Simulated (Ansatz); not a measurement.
`[Cl][In]([Cl])[SeH]` + `B1CO1` → `[SeH]C1BO1` + `[Cl][InH][Cl]` at 298.15 K and 1 bar (formal exchange of groups at the Se–In bond).

Computed with Ansatz on PBE0-D4/def2-TZVP structures; ΔE is electronic, products minus reactants. CBS: MP2 limit from def2 TZ/QZ plus the TZ coupled-cluster correction, frozen cores. def2 core potentials past Kr. For In, Se outer-core shells are correlated without core-valence functions, which leaves a few kJ/mol of doubt a bond. Scalar relativity is left out up to krypton. One conformer a species, not always the lowest.

```json
{"species": "`[Cl][In]([Cl])[SeH]`", "CCSD(T)/CBS energy (Eh)": "-3510.81908", "H − E (kJ/mol)": "47.9", "S (J/(mol·K))": "379.5"}
{"species": "`B1CO1`", "CCSD(T)/CBS energy (Eh)": "-139.80191", "H − E (kJ/mol)": "122.0", "S (J/(mol·K))": "247.7"}
{"species": "`[SeH]C1BO1`", "CCSD(T)/CBS energy (Eh)": "-2540.50305", "H − E (kJ/mol)": "121.5", "S (J/(mol·K))": "302.6"}
{"species": "`[Cl][InH][Cl]`", "CCSD(T)/CBS energy (Eh)": "-1110.06218", "H − E (kJ/mol)": "36.6", "S (J/(mol·K))": "313.4"}
```

H − E and S are ideal-gas, rigid-rotor, harmonic terms from PBE0-D4/def2-TZVP, for one conformer and one mirror image of each species. 1 Eh = 2625.50 kJ/mol, R = 8.31446 J/(mol·K).

Task: By hand: ΔE, ΔH, ΔS and ΔG.

Result: ΔE = (-2540.50305) + (-1110.06218) − (-3510.81908) − (-139.80191) = 0.05576 Eh = 146.4 kJ/mol. Δ(H − E) = 121.5 + 36.6 − 47.9 − 122.0 = -11.8, so ΔH = 134.6 kJ/mol. ΔS = 302.6 + 313.4 − 379.5 − 247.7 = -11.2 J/(mol·K). ΔG = 134.6 − 298.15 × (-11.2)/1000 = 137.9 kJ/mol.

Task: By hand: the equilibrium constant, and the temperature at which ΔG would vanish if ΔH and ΔS stayed fixed.

Result: log₁₀ K = −ΔG/(RT ln 10) = -24.2. ΔH and −TΔS have one sign here, so there is no such temperature.

The number of gas molecules stays the same, so ΔS is small and ΔH decides. A doubt of 5 kJ/mol in ΔE shifts log₁₀ K by 0.9 here. Other conformers and mirror images would add mixing entropy, several J/(mol·K) or more a flexible species. These are equilibria of isolated gas molecules and say nothing of rates. Largest T1 diagnostic: 0.016 (customary marks: 0.02 for closed shells, 0.045 for open ones).

ΔS is within the doubt of such terms, so its sign, and with it that verdict, could turn.
